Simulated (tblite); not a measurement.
C₄H₃FNO (doublet state).
Atom-mapped SMILES: `[NH2:1][C:2](=[O:3])[C:4]1=[C:5]([F:6])[CH:7]1` (hydrogens: H8, H9 on N1; H10 on C7)

Structure optimised with GFN2-xTB, isolated species. This method treats the open shell by occupation alone, without spin polarisation.

Task: List the bond lengths, angles and torsions at this level.

Result: 
| bond | length (Å) | order |
| --- | --- | --- |
| N1–C2 | 1.382 | single |
| C2=O3 | 1.226 | double |
| C2–C4 | 1.414 | single |
| C4=C5 | 1.410 | double |
| C5–F6 | 1.305 | single |
| C5–C7 | 1.330 | single |
| C4–C7 | 1.494 | single |
| N1–H8 | 1.006 | single |
| N1–H9 | 1.004 | single |
| C7–H10 | 1.060 | single |

Orders are formal, as drawn. A selection of angles:
| angle | degrees |
| --- | --- |
| C2–N1–H8 | 116.1 |
| C2–N1–H9 | 120.7 |
| H8–N1–H9 | 117.4 |
| N1–C2–O3 | 122.0 |
| N1–C2–C4 | 114.2 |
| O3–C2–C4 | 123.9 |
| C2–C4–C5 | 154.0 |
| C2–C4–C7 | 149.2 |
| C5–C4–C7 | 54.4 |
| C4–C5–F6 | 147.0 |
| C4–C5–C7 | 66.0 |
| F6–C5–C7 | 147.0 |
| C5–C7–H10 | 151.9 |
| C4–C7–C5 | 59.6 |
| C4–C7–H10 | 148.5 |

Dihedral angles: N1–C2–C4–C5 -18° (synperiplanar); C2–C4–C5–F6 19° (synperiplanar); C2–C4–C7–C5 163° (antiperiplanar). The mirror-image conformer, all signs reversed, is as good.

N1 (nitrogen bonded to C and 2 H) has angles 120.7°, 117.4° and 116.1°, sum 354.2°, 0.16 Å off the plane of its three neighbours. C2 (carbon bonded to C, N and O) is planar (angles 123.9°, 122.0° and 114.2°, sum 360.0°, 0.01 Å off the plane of its three neighbours). The 3-membered ring C4–C5–C7 has internal angles of 54.4° to 66.0°. C4 (carbon bonded to 3 C) has angles 154.0°, 149.2° and 54.4°, sum 357.6°, 0.10 Å off the plane of its three neighbours. The 4 C–C bonds span 1.330 Å (C5–C7, drawn single in a drawing that doesn't fit all lengths) to 1.494 Å (C4–C7, drawn single in a drawing that doesn't fit all lengths), a spread of 0.164 Å. C7 (carbon bonded to 2 C and H) has angles 151.9°, 148.5° and 59.6°, sum 360.0°, 0.01 Å off the plane of its three neighbours. C5 (carbon bonded to 2 C and F) is planar (angles 147.0°, 147.0° and 66.0°, sum 360.0°, 0.00 Å off the plane of its three neighbours).

Its GFN2-xTB frequencies are all real (lowest 29 cm⁻¹). Torsions: H–N1–C2–O3 11° and 164°, N1–C2–C4–C5 -18°.

On one thread, Arm Neoverse V1 (aarch64), shared host with 32 logical CPUs at a one-minute load of 27, this took 0.3 s of wall time. This is the geometry optimisation.

All values are computed, not measured.
